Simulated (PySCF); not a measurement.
Several species in one continuum solvent.

All values: CAM-B3LYP/def2-SVPD (PySCF, non-relativistic), each on one gas-phase PBE0-D3(BJ)/def2-SVP geometry that isn't relaxed in the solvent. The solvent is an IEF-PCM continuum (Bondi radii, 1.10 Å for H, scaled by 1.2). Only the electrostatic response of the medium enters. Spin–orbit coupling is left out although an atom past zinc is present.

**Question.** Order them by E(solvent) − E(gas) in acetone (ε = 20.49), most negative first (kcal/mol).
A. `[CH3:1][CH2:2][c:3]1[cH:4][cH:5][cH:6][c:7]([OH:8])[cH:9]1` with C1–C2–C3–C4 -87°, C6–C7–O8–H 0° (3-ethylphenol)
B. `[BH3-:1][P+:2]1([C:3]#[C:4][CH3:5])[CH2:6][CH2:7][CH2:8]1` with B1–P2–C6–C7 137°, P2–C6–C7–C8 -19°, C6–C7–C8–P2 19°, B1–P2–C8–C7 -137°
C. `[CH3:1][N:2]([CH3:3])[C@@:4]12[CH:5]=[CH:6][C@H:7]3[C@@H:8]1[C@@H:9]23` with C1–N2–C4–C5 -66°
D. `B[NH][GeH3]`

**Answer.** B (-7.6), A (-5.9), C (-3.4), D (-1.9).

```tsv
SMILES	charge	ΔE (kcal/mol)	polarisation term (kcal/mol)	HOMO shift (eV)	dipole gas (D)	dipole solvent (D)	atoms	lowest singlet, gas (eV)	lowest singlet, solvent (eV)
[BH3-][P+]1(C#CC)CCC1	0	-7.6	-9.3	-0.04	5.67	7.30	20	5.59	5.69
CCc1cccc(O)c1	0	-5.9	-6.7	-0.03	1.02	1.39	19	5.15	5.15
CN(C)[C@@]12C=C[C@H]3[C@@H]1[C@H]32	0	-3.4	-3.8	-0.03	0.38	0.44	20	5.68	5.62
B[NH][GeH3]	0	-1.9	-2.2	+0.15	1.75	2.25	9	6.89	6.89
```

The polarisation term is half the interaction of the solute with the induced surface charges. Singlets are vertical TDDFT energies (frozen core, non-equilibrium response), the lowest in each medium.
